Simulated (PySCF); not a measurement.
**Electric field gradients and quadrupole coupling constants**

Species: C9H17N.
Geometry (PBE0-D3(BJ)/def2-SVP, Å), atoms numbered from 1 in this order:
```
atom  x, y, z in Å
C1     4.1537   -0.3675   -0.2438
N2     2.9669    0.4256   -0.1019
C3     1.8452   -0.1569   -0.0907
C4     0.5424    0.5750    0.0384
C5    -0.1916    0.5143   -1.3105
C6    -1.6734    0.8908   -1.2966
C7    -2.6030   -0.2748   -0.9642
C8    -2.5504   -0.7888    0.4697
C9    -1.1668   -1.1596    1.0009
C10   -0.2583    0.0468    1.2437
H11    3.9643   -1.4574   -0.3280
H12    4.7124   -0.0396   -1.1359
H13    4.8196   -0.1927    0.6172
H14    1.7705   -1.2651   -0.1893
H15    0.8099    1.6235    0.2441
H16   -0.0997   -0.5036   -1.7317
H17    0.3587    1.1658   -2.0076
H18   -1.9451    1.2675   -2.2961
H19   -1.8489    1.7332   -0.6040
H20   -2.3682   -1.1059   -1.6542
H21   -3.6427    0.0157   -1.1909
H22   -2.9807   -0.0256    1.1436
H23   -3.2154   -1.6653    0.5487
H24   -0.6810   -1.8867    0.3258
H25   -1.3010   -1.6912    1.9570
H26    0.4595   -0.1826    2.0487
H27   -0.8788    0.8683    1.6396
```

Field gradients from the PBE0/pcSseg-1 density (PySCF, non-relativistic), principal values in atomic units, ordered |Vxx| ≤ |Vyy| ≤ |Vzz|:

```
atom     Vxx     Vyy      Vzz
  N2  0.3733  0.7063  -1.0796
```

Problem. Find the asymmetry η = (Vxx − Vyy)/Vzz and the couplings χ = eQV/h (234.96 MHz × Q in barn × V in au), with Q(14N) = 0.02044 b.

Solution. 
```tsv
atom	environment	nucleus	η	χzz (MHz)	χxx (MHz)	χyy (MHz)
N2	imine nitrogen	14N	0.31	-5.18	1.79	3.39
```

Problem. What is Vzz at N2 in SI units (1 au = 9.71736 × 10²¹ V/m²)?

Solution. -1.0796 au = -10.490 × 10²¹ V/m².

Problem. And the gradient at the other heavy atoms, for which no coupling is worked out here?

Solution. 
```csv
atom,environment,Vzz (au),η
C1,N-methyl carbon,0.199,0.02
C3,imine carbon,0.370,0.44
C4,sp3 CH carbon,-0.072,0.25
C5,ring CH2 carbon,-0.057,0.68
C6,ring CH2 carbon,-0.040,0.77
C7,ring CH2 carbon,-0.035,0.46
C8,ring CH2 carbon,-0.036,0.56
C9,ring CH2 carbon,-0.036,0.66
C10,ring CH2 carbon,-0.052,0.77
```

Were the hydrogens deuterons (Q(2H) = 0.00286 b), χzz would run from 176 kHz (H14) to 193 kHz (H25, H18, H17, H23 and 2 more).

One conformer (not necessarily the lowest) at the PBE0-D3(BJ)/def2-SVP geometry, without solvent, vibrations or thermal averaging. A larger basis could move these couplings by a tenth or more.
